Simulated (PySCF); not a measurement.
Si(H)(Cl)(vinyl)(NH2) (C2H6ClNSi), SMILES C=C[SiH](N)Cl. Geometry optimised at PBE-D3(BJ)/def2-SVP. Other conformers were not sampled.

Computed equilibrium geometry at PBE-D3(BJ)/def2-SVP (PySCF confirms it by a frequency run) as Cartesian coordinates in Å (one conformer of several):
```xyz
11

Si     0.3902    -0.0340     0.6092
N      1.9185    -0.8093     0.3635
Cl    -0.0302     1.5587    -0.7136
C     -0.9613    -1.3057     0.3829
C     -2.0127    -1.1679    -0.4482
H      0.4338     0.5759     1.9771
H      2.7736    -0.2961     0.5949
H      2.0535    -1.3545    -0.4928
H     -0.8733    -2.2316     0.9830
H     -2.1364    -0.2604    -1.0643
H     -2.7866    -1.9484    -0.5488
```
